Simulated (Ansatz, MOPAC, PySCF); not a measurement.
Isomers of CH2O: 1 is C=O, 2 is [CH]O; one conformer of each (the lowest of an xTB search), B3LYP-D3(BJ)/def2-TZVP minima.
Isomer 1 (charge 0, multiplicity 1):
```xyz
4

C     -0.006     0.001     0.000
O      1.187    -0.121    -0.004
H     -0.495     0.994     0.003
H     -0.686    -0.874     0.001
```
Isomer 2 (charge 0, multiplicity 1):
```xyz
4

C      0.626     0.550    -0.004
O     -0.672     0.424     0.010
H      1.063    -0.482    -0.015
H     -1.018    -0.492     0.009
```

No zero-point or thermal terms.

Correlated levels freeze the cores. CBS: X⁻³ extrapolation of the correlation energy, Hartree–Fock from the larger set. The state that PM3 reach isn't checked.

Run with Ansatz (Gaussian basis) for Hartree–Fock, density functionals and correlated methods; MOPAC for PM3 (differences of heats of formation); PySCF for the dispersion terms. Each number belongs to the level named beside it.

Task: What is the computed electronic energy of isomer 2 less that of isomer 1 (CCSD(T)/CBS(cc-pVTZ, cc-pVQZ))?

Result: 2.46 eV

Task: Predict the electronic energy of isomer 2 less that of isomer 1 from revPBE-D3(BJ)/def2-TZVPP.

Result: 2.51 eV

Task: What electronic energy of isomer 2 less that of isomer 1 does PM3 give?

Result: 2.33 eV

Ansatz is an electronic-structure program.
